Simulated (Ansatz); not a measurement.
Input for Ansatz (a program for electronic structure): R-CCSD(T)/aug-cc-pVDZ on CH3NO2 (a complex), monomers drawn apart or pushed together.

Ansatz 0.2 input:
```yaml
crystal:
  periodic: [false, false, false]
  atoms:
    - {symbol: N, position_ang: [-0.14805537, -0.12973528, 0.57902812]}
    - {symbol: H, position_ang: [0.76523983, -0.07982703, 0.14215747]}
    - {symbol: H, position_ang: [-0.58445209, -0.98922504, 0.26534908]}
    - {symbol: H, position_ang: [-0.70112087, 0.64117481, 0.22264222]}
    - {symbol: O, position_ang: [0.96313849, -0.82732579, 5.75262148]}
    - {symbol: C, position_ang: [0.21169012, 0.05640561, 5.73780289]}
    - {symbol: O, position_ang: [-0.53500312, 0.94270275, 5.79182291]}
basis:
  gaussian:
    orbitals: aug-cc-pVDZ
magnetization: {spin_polarized: false}
correlation: {method: ccsd_t, electrons: outside_noble_gas}
scf: {lower_state_search: off}
```

The head of its log:

```
WARN ansatz: RAYON_NUM_THREADS=1 ignored (pool sized by the plan → 1); use --threads N
Functional definition: HF
these checks for a lower state are left out or cut short: stability, starts, cluster_reference, orbital_swaps, neighbouring_geometries, increment
integrals: 0.21 GiB planned
1157 factors; integrals over basis functions are off by at most 8.0e-4 eV
mean field: 0.26 GiB planned
mean field evaluation 1: about -6631.6245 eV, gradient 4.9e1 eV
mean field evaluation 2: about -6631.6272 eV, gradient 4.9e1 eV
mean field evaluation 4: about -6635.9674 eV, gradient 3.2e0 eV
mean field evaluation 8: about -6635.9997 eV, gradient 3.3e-4 eV
mean field -6635.99971982 eV, -243.8684916612 hartree, gradient 1.4e-6 eV, S^2 0.000000; 0 other end points of the search recorded, 0 dependent functions left out
4 core orbitals not correlated
reference -6635.99971982 eV, -243.8684916612 hartree; 12, 12 occupied and 103, 103 virtual orbitals, 1157 factors
```

Problem. Predict the final total energy.

Solution. -244.6106 hartree (reference determinant -243.8685, T1 diagnostic 0.016).
